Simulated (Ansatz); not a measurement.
F₂H₂HfS₂, SMILES [Hf]([SH])([F])([F])[SH], multiplicity 1. Atoms are numbered in the order given.

```xyz
7

Hf     0.0000     0.0000     0.6214
F      0.0000    -1.5119     1.7867
F      0.0000     1.5119     1.7867
S     -1.9764     0.0000    -0.8312
H     -2.8482     0.0000     0.2090
S      1.9764     0.0000    -0.8312
H      2.8482     0.0000     0.2090
```
Charge 0, spin multiplicity 1.

The structure is a stationary point at B3LYP-D3(BJ)/def2-SVP. The spin state was assumed, not searched. The structure was generated by enumeration; whether it is a known compound was not checked. The def2 effective core potentials stand for the cores of Hf; spin–orbit coupling is left out. The values are those of a single conformer.

Two levels are set side by side: PBE-D3(BJ)/def2-SVP (Ansatz, a quantum-chemistry and plane-wave program) and B3LYP-D3(BJ)/def2-SVP (Ansatz). Each level has its own optimised geometry; the coordinates shown are those of the second. Differences are taken from unrounded values.

| quantity | B3LYP-D3(BJ) |
|---|---|
| mean bond length (Å) | 1.906 |
| bond Hf1–F2 (Å) | 1.909 |
| bond Hf1–F3 (Å) | 1.909 |
| bond Hf1–S4 (Å) | 2.453 |
| bond Hf1–S6 (Å) | 2.453 |
| bond S4–H5 (Å) | 1.357 |
| bond S6–H7 (Å) | 1.357 |

Q: What does PBE-D3(BJ) give, and how far is it from B3LYP-D3(BJ)? (Estimate from the structure and the level; the computed values follow.)

A: 
```csv
quantity,PBE-D3(BJ),PBE-D3(BJ) minus B3LYP-D3(BJ)
mean bond length (Å),1.910,0.003
bond Hf1–F2 (Å),1.912,0.003
bond Hf1–F3 (Å),1.912,0.003
bond Hf1–S4 (Å),2.451,-0.002
bond Hf1–S6 (Å),2.451,-0.002
bond S4–H5 (Å),1.366,0.009
bond S6–H7 (Å),1.366,0.009
```

Here PBE gives about what the other level gives.
